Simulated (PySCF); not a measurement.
Method: B3LYP-D3(BJ)/def2-TZVP // PBE-D3(BJ)/def2-SVP run with PySCF. Isolated molecules, 0 K electronic values unless said otherwise. One relaxed conformer stands for a flexible species; it need not be the lowest. B3LYP has the VWN-RPA correlation part, as in Gaussian. 

Reference species: [Ta(F)5] (neutral, multiplicity 1).

The HOMO–LUMO gap is 8.88 eV and the mean distance from the central atom to its bonded neighbours is 1.881 Å.

Changed species: [Ta(F)4(NH2)] (1 of 5 F replaced by NH2; the reference has 0 of 5 F replaced by NH2).

Question: Give the shifts of the HOMO–LUMO gap and mean distance from the central atom to its bonded neighbours.

Answer: the HOMO–LUMO gap falls by 2.92 eV, to 5.96 eV; the mean distance from the central atom to its bonded neighbours goes up by 0.028 Å, to 1.909 Å.
